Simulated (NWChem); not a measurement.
System: SiBrCl, singlet; SMILES Cl[Si]Br

Input file for NWChem:

```
start job
memory heap 200 mb stack 900 mb global 1100 mb
geometry units angstroms noautosym nocenter noautoz
  Si     1.016456    -0.649321     0.000000
  Cl    -0.502803    -2.110819     0.000000
  Br    -0.160862     1.305857     0.000000
end
basis spherical
  * library aug-cc-pvdz
end
dft
  xc pbe0
  iterations 150
end
property
  response 1 0.0
end
task dft property
```

Low-valent species are run as closed-shell singlets; no triplet was tried in these runs. Coordinates come from a B3LYP/6-31G* (spherical d) optimisation.

Static field.

Predict the main results of this run. (PBE0/aug-cc-pVDZ.) Quantities: isotropic polarisability (bohr³); anisotropy (bohr³).


| Property | Result |
|---|---|
| isotropic polarisability (bohr³) | 66.4 |
| anisotropy (bohr³) | 33.0 |
